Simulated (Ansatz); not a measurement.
Abridged output of a molecular run in Ansatz:

```
Functional definition: HF
725 factors; integrals over basis functions are off by at most 5.2e-4 eV
mean field evaluation 1: about -18941.3013 eV, gradient 4.7e1 eV
mean field evaluation 2: about -18941.3546 eV, gradient 4.7e1 eV
mean field evaluation 4: about -18945.4467 eV, gradient 1.6e0 eV
mean field evaluation 8: about -18945.4830 eV, gradient 1.3e-1 eV
mean field -18945.48318942 eV, -696.2336655013 hartree, gradient 1.8e-6 eV, S^2 0.000000; 0 other end points of the search recorded, 0 dependent functions left out
7 core orbitals not correlated: weight in the atoms' cores, before any rotation towards them, 1.000 or more for the frozen orbitals, at most 0.000 for the correlated occupied ones
reference -18945.48318942 eV, -696.2336655013 hartree; 16, 16 occupied and 54, 54 virtual orbitals, 725 factors
second order -18.47987705 eV of doubles, -0.00000000 eV of singles
cycle   1  -18.37271188 eV  change    1.1e-1 eV  update   1.2e-1
cycle   2  -18.76786366 eV  change   -4.0e-1 eV  update   4.5e-2
cycle   3  -18.87956323 eV  change   -1.1e-1 eV  update   2.2e-2
cycle   4  -18.87769757 eV  change    1.9e-3 eV  update   5.3e-3
cycle   5  -18.87069225 eV  change    7.0e-3 eV  update   1.8e-3
cycle   6  -18.87046227 eV  change    2.3e-4 eV  update   5.6e-4
cycle   7  -18.87048573 eV  change   -2.3e-5 eV  update   2.0e-4
cycle   8  -18.87044045 eV  change    4.5e-5 eV  update   7.3e-5
cycle   9  -18.87046751 eV  change   -2.7e-5 eV  update   2.6e-5
perturbative correction -0.37932694 eV, -0.0139400078 hartree
Total energy: -18964.73298386 eV, -696.9410823993 hartree
```

Its atoms:

```xyz
4

F     0.760   -0.929   -1.646
Y    -0.058   -0.040   -0.075
F    -2.035    0.093   -0.024
Cl    1.333    0.875    1.745
```

(1) Which basis set was used?
A. def2-SVP
B. def2-TZVPPD
C. def2-TZVPP
D. def2-QZVPP

(2) Write the keys of the input that set method, charge and spin (a neutral closed shell needs none for the last two).

Answers

(1) A. It gives 77 functions.

(2) 
```yaml
correlation: {method: ccsd_t}
```
